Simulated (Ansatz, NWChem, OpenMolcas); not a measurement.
# A ladder of methods for CsBr (SMILES [Br][Cs])

CsBr has 2 atoms, charge 0, and is taken as a singlet. As SMILES, `[Br][Cs]`. Geometry: the measured bond length.

```jsonl
{"atom": "Br", "x (Å)": "0.0000", "y (Å)": "0.0000", "z (Å)": "0.0000"}
{"atom": "Cs", "x (Å)": "0.0000", "y (Å)": "0.0000", "z (Å)": "3.0723"}
```

Each level gives the energy change with the Br1–Cs2 bond stretched from 3.072 to 5.530 Å (eV). The values are calculated.

```json
{"level": "HF/def2-TZVPP (core potential) (restricted)", "kind": "Hartree–Fock", "program": "OpenMolcas", "value (eV)": "1.59", "CPU time (all runs)": "11 s"}
{"level": "SVWN5/def2-TZVPP (core potential) (restricted)", "kind": "LDA", "program": "Ansatz", "value (eV)": "2.01", "CPU time (all runs)": "7.6 s"}
{"level": "BLYP/def2-TZVPP (core potential) (restricted)", "kind": "GGA", "program": "NWChem", "value (eV)": "1.63", "CPU time (all runs)": "81 s"}
{"level": "revPBE/def2-TZVPP (core potential) (restricted)", "kind": "GGA", "program": "NWChem", "value (eV)": "1.67", "CPU time (all runs)": "94 s"}
{"level": "TPSS/def2-TZVPP (core potential) (restricted)", "kind": "meta-GGA", "program": "NWChem", "value (eV)": "1.77", "CPU time (all runs)": "2.2 min"}
{"level": "M06-2X/def2-TZVPP (core potential) (restricted)", "kind": "hybrid meta-GGA", "program": "OpenMolcas", "value (eV)": "1.88", "CPU time (all runs)": "30 s"}
{"level": "PBE-QIDH/def2-TZVPP (core potential) (restricted)", "kind": "double hybrid", "program": "Ansatz", "value (eV)": "1.87", "CPU time (all runs)": "21 s"}
{"level": "RPA@PBE/def2-TZVPP (core potential) (restricted)", "kind": "RPA", "program": "Ansatz", "value (eV)": "1.72", "CPU time (all runs)": "24 s"}
{"level": "MP3/def2-TZVPP (core potential) (restricted)", "kind": "perturbation theory", "program": "NWChem", "value (eV)": "1.77", "CPU time (all runs)": "57 s"}
{"level": "CCSD/def2-TZVPP (core potential) (restricted)", "kind": "coupled cluster or CI", "program": "NWChem", "value (eV)": "1.76", "CPU time (all runs)": "4 min"}
```

The first shape isn't each level's own minimum. The values span 1.59 to 2.01 eV. In the correlated wave-function rows the outer d shell of Br is correlated, in sets not made for it. Times are those of the runs behind each value, whatever else they computed, on shared processors of several kinds: orders of magnitude only.
